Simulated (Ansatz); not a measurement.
Job for Ansatz (a program for electronic structure): R-CCSD(T)/cc-pV(D+d)Z on HF (SMILES F). The basis file is the Basis Set Exchange's JSON of that set.

Ansatz 0.2 input:
```yaml
crystal:
  periodic: [false, false, false]
  atoms:
    - {symbol: F, position_ang: [-0.00000000, 0.00000000, 0.46222970]}
    - {symbol: H, position_ang: [0.00000000, -0.00000000, -0.46222970]}
basis:
  gaussian:
    orbitals: cc-pV_D+d_Z.json
magnetization: {spin_polarized: false}
correlation: {method: ccsd_t, electrons: outside_noble_gas}
scf: {lower_state_search: off}
```

Program output:

```
WARN ansatz: RAYON_NUM_THREADS=4 ignored (pool sized by the plan → 4); use --threads N
Functional definition: HF
these checks for a lower state are left out or cut short: stability, starts, cluster_reference, orbital_swaps, neighbouring_geometries, increment
integrals: 0.00 GiB planned
173 factors; integrals over basis functions are off by at most 1.5e-3 eV
mean field: 0.04 GiB planned
mean field evaluation 1: about -2720.7556 eV, gradient 2.3e1 eV
mean field evaluation 2: about -2720.7557 eV, gradient 2.3e1 eV
mean field evaluation 4: about -2721.6523 eV, gradient 1.2e0 eV
mean field evaluation 8: about -2721.6575 eV, gradient 2.4e-5 eV
mean field -2721.65754294 eV, -100.0190698973 hartree, gradient 8.2e-7 eV, S^2 0.000000; 0 other end points of the search recorded, 0 dependent functions left out
1 core orbitals not correlated
reference -2721.65754294 eV, -100.0190698973 hartree; 4, 4 occupied and 14, 14 virtual orbitals, 173 factors
second order -5.49533628 eV of doubles, -0.00000000 eV of singles
coupled cluster: 0.04 GiB planned
cycle   1  -5.54499081 eV  change   -5.0e-2 eV  update   2.9e-2
cycle   2  -5.62202461 eV  change   -7.7e-2 eV  update   7.9e-3
cycle   3  -5.63720330 eV  change   -1.5e-2 eV  update   2.9e-3
cycle   4  -5.63614605 eV  change    1.1e-3 eV  update   4.7e-4
cycle   5  -5.63622475 eV  change   -7.9e-5 eV  update   1.4e-4
cycle   6  -5.63622211 eV  change    2.6e-6 eV  update   3.7e-5
cycle   7  -5.63620223 eV  change    2.0e-5 eV  update   8.4e-6
cycle   8  -5.63620226 eV  change   -3.5e-8 eV  update   1.3e-6
perturbative correction -0.05268283 eV, -0.0019360583 hartree
Total energy: -2727.34642803 eV, -100.2281325684 hartree
Checks for a lower state left out: stability, starts, cluster_reference, orbital_swaps, neighbouring_geometries, increment
```

The calculation finished and met its thresholds.

Cost: roughly 0.26 core-seconds.
